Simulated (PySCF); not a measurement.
Gas-phase equilibrium of 1 mol HF, 4.3 mol H2O at 1600 K and 0.0100 bar, among 15 species (O2, F2, O, F, HO2, HOF, H2O, H, FO, H2O2, O3, HF, H2, F2O, OH). Only gases are allowed; each row takes one source of thermochemistry for all species, and Cantera finds the minimum.

Method: PySCF energies plus ideal-gas RRHO corrections (1 bar). Table values come from the NASA 1993 polynomials. † marks an energy on the PBE0/def2-TZVP geometry and frequencies; other levels use their own. MP2 and CCSD(T) freeze the core. 6-31G* has spherical d functions here. Open shells (unrestricted) among the columns below: O2 (multiplicity 3), O (multiplicity 3, electronic degeneracy 9), H (multiplicity 2), OH (multiplicity 2, electronic degeneracy 4); the rest are closed-shell singlets. Spin-orbit splitting is ignored; it lowers the true energy and changes the entropy of O, OH. B3LYP is the form with VWN-RPA correlation. MP2 isn't extrapolated to the basis-set limit. CCSD(T) isn't extrapolated to the basis-set limit. The harmonic model lacks anharmonicity and excited electronic states, which grow with temperature; levels with a mode under 35 cm⁻¹ are left out. The table's entry may be an old estimate for OH (not checked at source).

Molecules larger than those listed are left out. Also missing: (HF)n, which can matter at low temperature or high pressure. Table species left out: FO2, H2F2, H3F3, H4F4.

With table thermochemistry: H2O 0.81, H2 0.0019, O 4.2e-6, HF 0.19, OH 0.00040, H 2.3e-5, O2 0.00083.

### Question
How far does the composition move with the other sources (B3LYP/6-31G*, CCSD(T)/def2-SVP†, HF/6-31G*, MP2/def2-TZVPP†, PBE0/def2-TZVP, r2SCAN/def2-TZVP†)?

### Answer
```
thermochemistry    x H2O    x H2     x O  x HF     x OH      x H     x O2
-----------------  -----  ------  ------  ----  -------  -------  -------
table               0.81  0.0019  4.2e-6  0.19  0.00040   2.3e-5  0.00083
B3LYP/6-31G*        0.73   0.055  1.4e-5  0.18   0.0016  0.00013    0.027
CCSD(T)/def2-SVP†   0.80  0.0098  7.2e-5  0.19   0.0015  0.00015   0.0045
HF/6-31G*          0.055    0.39    0.38  0.11    0.035    0.030   2.4e-6
MP2/def2-TZVPP†     0.81  0.0015  2.0e-6  0.19  0.00017   5.6e-5  0.00070
PBE0/def2-TZVP      0.80  0.0059  4.5e-6  0.19  0.00076   1.0e-4   0.0028
r2SCAN/def2-TZVP†   0.80   0.011  2.7e-6  0.19  0.00092   8.1e-5   0.0051
```
The most sensitive of these is O: it spans a factor of 10^5.3 over these rows; at this temperature one factor of ten is RT ln 10 = 31 kJ/mol.
